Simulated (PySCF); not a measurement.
This PySCF input asks for the NMR shieldings of SMILES [H]/N=C\C1=CC[N+](C)(C)[BH2-]1, C₆H₁₃BN₂; the geometry comes from GFN2-xTB.

```python
import basis_set_exchange as bse
import numpy as np
from pyscf import gto, dft
from pyscf.prop import nmr

atoms = """
C    -1.259432    1.298625   -0.417276
N    -0.944879   -0.096181   -0.117651
C    -2.051646   -0.944467   -0.538812
B     0.495757   -0.494889   -0.842028
C     1.466466    0.014068    0.333396
C     2.890957    0.290485    0.252822
N     3.642395    0.145175   -0.752618
C     0.782633    0.143185    1.475255
C    -0.662616   -0.223887    1.325320
H    -1.413667    1.417199   -1.487247
H    -0.421145    1.923285   -0.116789
H    -2.160375    1.620405    0.114011
H    -1.823383   -1.983423   -0.311204
H    -2.981282   -0.660482   -0.036991
H    -2.185690   -0.853503   -1.615080
H     0.518283   -1.681768   -0.951594
H     0.561988    0.078133   -1.881091
H     3.372616    0.666849    1.156992
H     3.145721   -0.206889   -1.571715
H     1.169275    0.438006    2.440334
H    -1.341452    0.398272    1.920307
H    -0.810934   -1.268811    1.620808
"""
names = dict.fromkeys(["C", "N", "B", "H"], "pcSseg-1")
basis = {el: gto.basis.parse(bse.get_basis(n, elements=[el], fmt="nwchem")) for el, n in names.items()}
mol = gto.M(atom=atoms, basis=basis, charge=0, verbose=0)
mf = dft.RKS(mol, xc="PBE0")
mf.grids.level = 2
mf.grids.alignment = dft.numint.BLKSIZE   # the property module wants whole blocks of grid points
mf.conv_tol = 1e-9
mf.kernel()

calc = nmr.RKS(mf)   # GIAO
C = mf.mo_coeff
Co = C[:, mf.mo_occ > 0]
resp = mf.gen_response(singlet=True, hermi=2)
def vind(x):   # induced exchange potential for any number of trial vectors
    d = np.einsum("pi,xij,qj->xpq", C, 2 * x.reshape(-1, C.shape[1], Co.shape[1]), Co, optimize=True)
    return np.einsum("xpq,pi,qj->xij", resp(d - d.transpose(0, 2, 1)), C, Co, optimize=True).ravel()
mo1, _ = nmr.rhf.solve_mo1(calc, with_cphf=vind)
sigma = calc.kernel(mo1)
for i, s in enumerate(sigma):   # ppm
    print("%2d %-2s %9.2f" % (i, mol.atom_pure_symbol(i), np.trace(s) / 3))
```

Task: What are the results?

Result: 
```
 0 C     135.80
 1 N     201.83
 2 C     135.67
 3 B     108.50
 4 C      15.84
 5 C      12.86
 6 N    -101.67
 7 C      55.13
 8 C     115.67
 9 H      29.22
10 H      28.43
11 H      29.84
12 H      28.77
13 H      29.32
14 H      28.81
15 H      28.82
16 H      29.03
17 H      23.33
18 H      21.02
19 H      26.05
20 H      28.46
21 H      27.82
```

These numbers come from an equivalent density-fitted implementation of the same equations, which agrees with the script to about 0.01 ppm for H and up to a few tenths of a ppm for heavy atoms, so last digits may differ.

Size and cost of the density-fitted run: 218 basis functions, 2.6 min wall time (2.4 min CPU) on 1 thread of an Intel Xeon, shared host; peak memory 1.1 GiB.
